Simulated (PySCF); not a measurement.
A PySCF script (with the pyscf-properties extension) for the NMR shieldings of `[NH3+][BH2-]CN(C)C`, C$_{3}$H$_{13}$BN$_{2}$, on a GFN2-xTB geometry:

```python
import basis_set_exchange as bse
import numpy as np
from pyscf import gto, dft
from pyscf.prop import nmr

atoms = """
C    -0.876596    1.262182    0.298645
N    -1.076044   -0.163629    0.369899
C    -2.295430   -0.547467   -0.303932
C     0.065909   -0.934675   -0.118929
B     1.498526   -0.688597    0.621879
N     2.258538    0.527427   -0.214732
H    -1.783469    1.768818    0.631745
H    -0.649320    1.623060   -0.725743
H    -0.071126    1.543838    0.975580
H    -3.139973   -0.012852    0.133486
H    -2.456561   -1.616410   -0.170113
H    -2.274799   -0.335128   -1.389212
H     0.166041   -0.789894   -1.218500
H    -0.213795   -1.982753    0.014213
H     1.411162   -0.310714    1.744113
H     2.219390   -1.629932    0.494882
H     2.395615    0.219273   -1.170933
H     1.660354    1.346686   -0.198603
H     3.151774    0.730017    0.218794
"""
names = dict.fromkeys(["C", "N", "B", "H"], "pcSseg-1")
basis = {el: gto.basis.parse(bse.get_basis(n, elements=[el], fmt="nwchem")) for el, n in names.items()}
mol = gto.M(atom=atoms, basis=basis, charge=0, verbose=0)
mf = dft.RKS(mol, xc="PBE0")
mf.grids.level = 2
mf.grids.alignment = dft.numint.BLKSIZE   # the property module wants whole blocks of grid points
mf.conv_tol = 1e-9
mf.kernel()

calc = nmr.RKS(mf)   # GIAO
C = mf.mo_coeff
Co = C[:, mf.mo_occ > 0]
resp = mf.gen_response(singlet=True, hermi=2)
def vind(x):   # induced exchange potential for any number of trial vectors
    d = np.einsum("pi,xij,qj->xpq", C, 2 * x.reshape(-1, C.shape[1], Co.shape[1]), Co, optimize=True)
    return np.einsum("xpq,pi,qj->xij", resp(d - d.transpose(0, 2, 1)), C, Co, optimize=True).ravel()
mo1, _ = nmr.rhf.solve_mo1(calc, with_cphf=vind)
sigma = calc.kernel(mo1)
for i, s in enumerate(sigma):   # ppm
    w = np.linalg.eigvalsh((s + s.T) / 2)
    print("%2d %-2s iso %8.1f  s11 %8.1f  s22 %8.1f  s33 %8.1f" % (i, mol.atom_pure_symbol(i), w.mean(), *w))
```

Task: What does it print?

Result: 
```
 0 C  iso    139.9  s11    110.9  s22    126.2  s33    182.6
 1 N  iso    219.5  s11    188.6  s22    214.1  s33    255.7
 2 C  iso    133.4  s11    104.9  s22    109.9  s33    185.4
 3 C  iso    126.9  s11     99.6  s22    116.7  s33    164.3
 4 B  iso    118.8  s11    104.7  s22    118.5  s33    133.3
 5 N  iso    219.8  s11    209.9  s22    214.8  s33    234.8
 6 H  iso     29.3  s11     25.0  s22     26.9  s33     35.9
 7 H  iso     30.6  s11     26.9  s22     29.5  s33     35.2
 8 H  iso     28.9  s11     25.1  s22     27.6  s33     34.0
 9 H  iso     29.3  s11     24.9  s22     26.6  s33     36.5
10 H  iso     29.2  s11     25.2  s22     26.5  s33     35.9
11 H  iso     30.1  s11     27.3  s22     27.6  s33     35.4
12 H  iso     31.1  s11     27.1  s22     31.3  s33     34.9
13 H  iso     29.1  s11     24.3  s22     28.6  s33     34.4
14 H  iso     29.3  s11     26.1  s22     29.5  s33     32.2
15 H  iso     29.5  s11     25.4  s22     30.2  s33     33.0
16 H  iso     29.3  s11     23.8  s22     25.9  s33     38.2
17 H  iso     28.6  s11     21.5  s22     27.3  s33     36.9
18 H  iso     28.9  s11     22.3  s22     24.6  s33     40.0
```

These numbers come from an equivalent density-fitted implementation of the same equations, which agrees with the script to about 0.01 ppm for H and up to a few tenths of a ppm for heavy atoms, so last digits may differ.

Size and cost of the density-fitted run: 167 basis functions, 40 s wall time on 1 thread of an Arm Neoverse N1, shared host; peak memory 0.75 GiB.
